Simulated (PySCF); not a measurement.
These compounds are isomers of formula C₆H₅F₃O.

A. SMILES FC(F)(F)OC1=CCC=C1
B. SMILES FC(C(C#CC)=O)(F)CF
C. SMILES FC(F)=C(F)C1=COCC1

Spectrum 1. ¹H NMR (300 MHz, computed): δ 6.71 (m, 1H), 4.72 (m, 2H), 3.01 (m, 2H). ¹³C{¹H} NMR (computed): δ 166.6 (C), 153.4 (CH), 136.9 (C), 106.8 (C), 73.8 (CH2), 32.7 (CH2).

Spectrum 2. ¹H NMR (300 MHz, computed): δ 6.80 (m, 1H), 6.70 (m, 1H), 6.06 (t, 1H), 3.26 (m, 2H). ¹³C{¹H} NMR (computed): δ 159.7 (C), 143.4 (CH), 135.6 (CH), 130.5 (C), 117.5 (CH), 42.8 (CH2).

Spectrum 3. ¹H NMR (300 MHz, computed): δ 4.96 (m, 2H), 2.40 (s, 3H). ¹³C{¹H} NMR (computed): δ 184.6 (C), 121.9 (C), 115.0 (C), 88.2 (CH2), 83.2 (C), 5.8 (CH3).

PySCF calculation with GFN2-xTB structure and PBE0/pcSseg-1 with gauge-including orbitals; isolated molecule, non-relativistic Hamiltonian, a single conformation, equivalent nuclei averaged.

Shifts are taken against calculated references (same method and geometry level): ¹H (σref 31.72) and ¹³C (σref 186.93) vs TMS. Splittings of carbon signals by F and P are missing where no couplings were computed. Where no couplings were computed, multiplicities follow the n + 1 count of equivalent neighbours, and m marks all less simple cases (inequivalent or close neighbours, rings, F or P nearby). Shifts are as computed. Against solution values, carbons near 30 ppm lie about +3 ppm off and those near 130 ppm about +5 ppm. Of 1211 compounds with measured shifts, 218 miss one by over three times the rms of a fit or turn the order of signals round; such compounds aren't used in these exercises.

Match each spectrum to its structure.

Answers

1–C, 2–A, 3–B.

- Spectrum 1 (C): 6 ¹³C signals; δC 153.4 is an alkene carbon bearing oxygen; δC 136.9 is a fully substituted alkene carbon.
- Spectrum 2 (A): 6 ¹³C signals; δC 159.7 is an alkene carbon bearing oxygen; δC 143.4 is an alkene CH.
- Spectrum 3 (B): 6 ¹³C signals; δC 121.9 is a fully substituted sp3 carbon bonded to 2 F, α to a carbonyl; δC 88.2 is an sp3 CH2 bonded to F.
